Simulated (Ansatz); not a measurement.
Basis-set extrapolation for `C#[C][Al]([Cl])[Cl]` (PBE0-D4/def2-TZVP geometry, frozen core, the Gaussian-basis code of Ansatz). Multiplicity 1, RHF reference.

```json
{"": "HF", "def2-TZVPP": "-1237.408724", "def2-QZVPP": "-1237.443894"}
{"": "MP2 correlation", "def2-TZVPP": "-0.734767", "def2-QZVPP": "-0.799537"}
{"": "CCSD(T) correlation", "def2-TZVPP": "-0.812419", "def2-QZVPP": "not run"}
```

Energies in hartree. Use E(X) = E(∞) + A·exp(−7.88·√X) for Hartree–Fock and E(X) = E(∞) + B·X^(−2.97) for correlation, with X = 3 and 4, and add CCSD(T) minus MP2 of the smaller set to the MP2 limit.

Task: What is the CCSD(T) energy at the basis-set limit?

Result: HF limit: -1237.443894 + (-0.035170) × 0.13774 = -1237.44874. MP2 limit: -0.799537 + (-0.064770) × 0.74074 = -0.84751. Higher-order term: -0.812419 − (-0.734767) = -0.07765. Total: -1238.37390 hartree, 95.9 kcal/mol below CCSD(T)/def2-TZVPP.
